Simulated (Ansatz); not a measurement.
C3H7FSi can be A, `C=C(F)C[SiH3]`, or B, `FC/C=C/[SiH3]`.

Calculated with Ansatz (gas phase, PBE0-D4/def2-TZVP geometries, no zero-point term in ΔE). CCSD(T)/CBS is the MP2 limit (def2-TZVPP, def2-QZVPP) plus CCSD(T) − MP2 in def2-TZVPP, frozen cores. Functionals use def2-TZVPP. B3LYP here is the variant with VWN-RPA as its local correlation; programs differ in this. Each species was taken in one conformer, which may not be the lowest.

Question: Which is lower in electronic energy at CCSD(T)/CBS, and by how much? (An estimate is asked.)

Answer: The calculation gave: A, by 17.4 kJ/mol.

Question: Give E(B) − E(A) in kJ/mol with PBE0-D4, r2SCAN-D4, B2PLYP, HF/def2-TZVPP, PBE-D4, B3LYP-D4, CCSD/def2-TZVPP. (Estimate.)

Answer: The calculation gave: PBE0-D4 22.3, r2SCAN-D4 24.2, B2PLYP 17.8, HF/def2-TZVPP 9.8, PBE-D4 23.9, B3LYP-D4 19.5, CCSD/def2-TZVPP 16.7. None reverses the order clearly.

Largest T1 diagnostic: 0.012.

In def2-TZVPP, CCSD(T) changes the Hartree–Fock value by +8.1 kJ/mol (the triples alone add +1.2 kJ/mol) and MP2 by +10.2 kJ/mol.
